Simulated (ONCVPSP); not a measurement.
**What one change does to a pseudopotential (S (Z = 16), ONCV)**

ONCVPSP 4.0.1 input, shortened (lines: element, Z, core and valence counts, functional; n l f; lmax; l rc ep ncon nbas qcut; lloc lpopt rc5 dvloc0; l nproj debl; icmod fcfact rcfact), PBE, scalar-relativistic:

```
  S 16.00    3    2        4      upf
    1    0    2.00
    2    0    2.00
    2    1    6.00
    3    0    1.00
    3    1    5.00
    1
    0    1.45    0.00    4    8    3.80
    1    1.10    0.00    4    7    8.80
    4    3    0.85    0.00
    0    2    3.80
    1    2    1.50
    0    0.00    0.00
```

All-electron outer shells of the reference configuration (PBE, scalar-relativistic, ld1.x):

```json
{"shell": "2s", "level (eV)": "-213.15", "outermost node (bohr)": "0.13", "outermost maximum (bohr)": "0.39"}
{"shell": "2p", "level (eV)": "-157.93", "outermost node (bohr)": "–", "outermost maximum (bohr)": "0.33"}
{"shell": "3s", "level (eV)": "-17.93", "outermost node (bohr)": "0.60", "outermost maximum (bohr)": "1.40"}
{"shell": "3p", "level (eV)": "-7.56", "outermost node (bohr)": "0.58", "outermost maximum (bohr)": "1.59"}
```

Change: p: qcut 12.3.

Cutoffs: the cutoffs (Ha) at which the residual kinetic energy of the hardest occupied pseudo-wave falls to 1 and 0.1 mHa per electron; they do not see the model core or the augmentation charge, which bear on the density cutoff. Errors are all-electron minus pseudo energies relative to the spin-unpolarised reference configuration.

Question: Predict the effect on cutoff, ghosts and configuration errors.

Answer: The potential gets softer (61 Ha and 114 Ha → 61 Ha and 81 Ha); both files keep a bound ghost (p); of the 4 tests that both files solve, the error grows in 4 and shrinks in 0 by more than 15 % and 0.3 meV (median size 3.2 → 20.5 meV).

| quantity | base | changed |
| --- | --- | --- |
| cutoff, loose | 61 Ha | 61 Ha |
| cutoff, tight | 114 Ha | 81 Ha |
| loose cutoff by channel | s 61 Ha, p 41 Ha | s 61 Ha, p 56 Ha |
| bound ghosts | p | p |
| GHOST(+) flags under 300 eV | s at 174.9 eV | s at 174.9 eV |
| error for 3s2 3p4, meV [ΔE -10.31 eV] | -0.1 | +8.1 |
| error for 3s2 3p3, meV [ΔE 1.46 eV] | +0.5 | +14 |
| error for 3s2 3p2, meV [ΔE 23.74 eV] | +5.9 | +27 |
| error for 3s2 3p0, meV [ΔE 104.58 eV] | +116 | +146 |
| s: phases at 1.47 bohr within 0.05 rad from the reference energy up to (Ha; the scan ends near 5) | to the end of the scan | to the end of the scan |
| p: phases at 1.12 bohr within 0.05 rad from the reference energy up to (Ha; the scan ends near 5) | to the end of the scan | to the end of the scan |

 A true bound ghost makes a file unfit for plane-wave use even where its test errors are small: the radial tests pick states by their node count and pass the ghost by.
